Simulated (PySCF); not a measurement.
Predicted microwave data (B3LYP/def2-SVPD in PySCF (dipole) on a GFN2-xTB geometry, gas phase) for one isomer of C7H10O:

| Property | Result |
| --- | --- |
| Rotational constants | A = 3486, B = 2139, C = 1925 MHz |
| Dipole components | \|μa\| = 3.36 D, \|μb\| = 0.64 D, \|μc\| = 0.51 D |
| Inertial defect | -118.73 u·Å² |
| κ | -0.73 |

Question: Which candidate fits, each taken in the one conformer that was computed?
A. `[O:1]=[C:2]([CH:3]1[CH2:4][CH2:5]1)[CH:6]1[CH2:7][CH2:8]1` with O1–C2–C3–C4 27°, O1–C2–C6–C7 -34°
B. `O=C1C[C@@H]2CC[C@H]1C2`

Answer: B. It is O=C1C[C@@H]2CC[C@H]1C2, an asymmetric top, point group C1. The candidates at the same level (rigid rotor, commonest isotopes):

```json
{"SMILES": "O=C(C1CC1)C1CC1", "A (MHz)": "5567", "B (MHz)": "1190", "C (MHz)": "1155", "μa (D)": "0.00", "μb (D)": "2.80", "μc (D)": "0.34", "Δ (u·Å²)": "-77.78", "point group": "–", "rotor": "–"}
{"SMILES": "O=C1C[C@@H]2CC[C@H]1C2", "A (MHz)": "3486", "B (MHz)": "2139", "C (MHz)": "1925", "μa (D)": "3.36", "μb (D)": "0.64", "μc (D)": "0.51", "Δ (u·Å²)": "-118.73", "point group": "C1", "rotor": "asymmetric top"}
```

`O=C(C1CC1)C1CC1` has A 60 % too high. No structure here is proved a minimum.
